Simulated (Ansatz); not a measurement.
def2 core potentials replace the inner electrons of Bi.

B3LYP has the VWN-RPA correlation part, as in Gaussian. 

Cartesian coordinates (Å):
SMILES: [CH3][Bi]([OH])[OH]
```xyz
9

C      1.2439    -0.0503    -0.2069
Bi    -0.8057    -0.0509    -1.1911
O     -1.4556     1.6487    -0.1523
O     -1.5519    -1.5659     0.0490
H      1.7793    -0.9788    -0.4546
H      1.1196     0.0140     0.8851
H      1.8263     0.8155    -0.5555
H     -1.0274     1.7161     0.7101
H     -1.1283    -1.5483     0.9160
```
Charge 0, spin multiplicity 1.

**Question.** What is the computed total energy, HOMO–LUMO gap and dipole moment (B3LYP-D3(BJ)/def2-TZVP // PBE0-D3(BJ)/def2-SVP (Ansatz, a first-principles code))?

**Answer.** 
- total energy = -406.3974 Ha
- HOMO–LUMO gap = 6.46 eV
- dipole moment = 2.89 D
